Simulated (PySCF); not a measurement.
Computed shifts of a molecule C₂H₆N₂OSi, KT2/pcSseg-1 run with PySCF, GIAO, gas phase, atoms alike by connectivity averaged where their shifts nearly agree, in ppm (number of nuclei): ¹³C: 118.6 (1), 36.1 (1). ¹⁵N: 53.9 (1), 45.7 (1). ²⁹Si: -58.2 (1). ¹H: 5.11 (2), 3.15 (3), 1.15 (1). References: ¹³C against TMS (σ = 185.1 ppm); ¹⁵N against NH3 (σ = 266.2 ppm); ²⁹Si against TMS (σ = 361.9 ppm); ¹⁷O against H2O (σ = 330.4 ppm); ¹H against TMS (σ = 31.47 ppm), references at their B3LYP-D3(BJ)/def2-TZVP geometries, non-relativistic. Coordinates come from a B3LYP-D3(BJ)/def2-SVP optimisation. One conformer was computed; it need not be the lowest.

Question: Which structure fits?
A) N[Si@@H]1CN=CO1
B) CN[SiH2]N=C=O
C) CC1=N[Si@@H](N)O1
D) C[Si@@H](N)N=C=O

Answer: B, CN[SiH2]N=C=O
